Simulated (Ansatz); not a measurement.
CH₃Be (SMILES [Be+][CH3]), charge +1, singlet, geometry from GFN2-xTB (such geometries of metal compounds can be far from the true shape); B3LYP/6-31G* in Ansatz (a first-principles code).

Input for Ansatz:
Ansatz 0.2 input:
```yaml
crystal:
  periodic: [false, false, false]
  atoms:
    - {symbol: Be, position_ang: [-0.87759202, -0.53854405, -0.72562287]}
    - {symbol: C, position_ang: [0.27844652, 0.17087179, 0.23022904]}
    - {symbol: H, position_ang: [0.87946345, -0.51977720, 0.85011061]}
    - {symbol: H, position_ang: [-0.09394812, 0.89853793, 0.97473878]}
    - {symbol: H, position_ang: [1.05417361, 0.75018474, -0.30373214]}
basis:
  gaussian:
    orbitals: 6-31G*
    fitting: {mean_field: def2-universal-JKFIT}
hamiltonian:
  xc: b3lyp
total_charge: 1
```

The log (banner, timings and long lists left out):

```
Functional definition: B3LYP
180 factors; integrals over basis functions are off by at most 4.1e-1 eV
mean field evaluation 1: about -1463.1124 eV, gradient 7.7e1 eV
mean field evaluation 2: about -1423.8654 eV, gradient 1.1e2 eV
mean field evaluation 4: about -1477.5848 eV, gradient 4.1e0 eV
mean field evaluation 8: about -1477.6482 eV, gradient 5.2e-2 eV
mean field -1477.64818197 eV, -54.3025691013 hartree, gradient 7.6e-5 eV, S^2 0.000000; 0 other end points of the search recorded, 0 dependent functions left out
reference -1477.64835043 eV, -54.3025752925 hartree; 6, 6 occupied and 30, 30 virtual orbitals, 180 factors
Total energy: -1477.64835043 eV, -54.3025752925 hartree
```
